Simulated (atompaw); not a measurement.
**Cutoff test, tin (Sn), PAW (atompaw)**

- Element: Sn (Z = 50)
- Generator: atompaw 4.2.0.5
- Type: PAW
- Functional: PBE
- Relativity: scalar-relativistic
- Frozen core: [Kr]
- Valence charge: 14
- Reference configuration: 4d10 5s2 5p0.5 (charge +1.5)
- Partial waves: 5s (bound): rc 2.30 bohr; 5s channel at 0.95 Ry: rc 2.30 bohr; 5p (bound): rc 2.65 bohr; 5p channel at -0.4 Ry: rc 2.65 bohr; 4d (bound): rc 2.65 bohr; 4d channel at 0.7 Ry: rc 2.65 bohr
- Local potential: bessel scheme, radius 2.50 bohr
- Core correction: smooth core density matched at 1.65 bohr
- Augmentation charge: sinc compensation charge, radius 2.45 bohr; PAW radius 2.65 bohr; waves and projectors: custom polynom vanderbiltortho

The pseudo-atom Hamiltonian at the reference potential is diagonalised in spherical Bessel functions j_l(qr) that vanish at 20 bohr, with q² up to the cutoff. All-electron valence levels (Ry): 5s -1.6058, 5p -1.0233, 4d -2.8190.

How do the lowest levels (Ry) of each channel move with the cutoff, and are there ghosts?

| cutoff (Ry) | s #1 | s #2 | p #1 | p #2 | d #1 | d #2 | f #1 | f #2 | Σ f·Δε (mRy) |
| --- | --- | --- | --- | --- | --- | --- | --- | --- | --- |
| 8 | -1.6024 | -0.4819 | -1.0229 | -0.3397 | -2.7346 | -0.4074 | -0.1711 | -0.0709 | 851.0 |
| 12 | -1.6055 | -0.4827 | -1.0233 | -0.3397 | -2.8165 | -0.4096 | -0.1712 | -0.0710 | 25.2 |
| 18 | -1.6057 | -0.4827 | -1.0233 | -0.3397 | -2.8182 | -0.4099 | -0.1712 | -0.0710 | 7.9 |
| 21 | -1.6057 | -0.4827 | -1.0233 | -0.3397 | -2.8187 | -0.4100 | -0.1712 | -0.0710 | 3.5 |
| 30 | -1.6058 | -0.4827 | -1.0233 | -0.3397 | -2.8189 | -0.4102 | -0.1712 | -0.0710 | 0.7 |
| 40 | -1.6058 | -0.4827 | -1.0233 | -0.3397 | -2.8190 | -0.4102 | -0.1712 | -0.0710 | 0.1 |
| 400 | -1.6058 | -0.4827 | -1.0233 | -0.3397 | -2.8190 | -0.4103 | -0.1712 | -0.0710 | 0.0 |

Result: no extra level below or beside the all-electron valence levels (s, p, d, f tested); 10 mRy is reached at 18 Ry and 1 mRy at 30 Ry.
